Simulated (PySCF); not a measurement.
Computed shifts of a molecule C2H5F2NSi, PySCF with PBE/pcSseg-1, GIAO, gas phase, atoms alike by connectivity averaged where their shifts nearly agree, in ppm (number of nuclei): ¹³C: 190.7 (1), 35.3 (1). ¹⁵N: 378.5 (1). ²⁹Si: -45.5 (1). ¹⁹F: -176.0 (1), -184.4 (1). ¹H: 9.32 (1), 5.41 (1), 2.57 (3). References: ¹³C against TMS (σ = 182.0 ppm); ¹⁵N against NH3 (σ = 267.0 ppm); ²⁹Si against TMS (σ = 335.4 ppm); ¹⁹F against CFCl3 (σ = 133.6 ppm); ¹H against TMS (σ = 31.49 ppm), references at their B3LYP-D3(BJ)/def2-TZVP geometries, non-relativistic. Coordinates come from a r2SCAN-D4/def2-SVP optimisation. Other conformers were not sampled.

### Question
Identify the compound among the candidates.
(A) N[SiH2]C=C(F)F
(B) FC/N=C/[SiH2]F
(C) C/C=N/[SiH](F)F
(D) FC(F)/N=C/[SiH3]

### Answer
C, C/C=N/[SiH](F)F
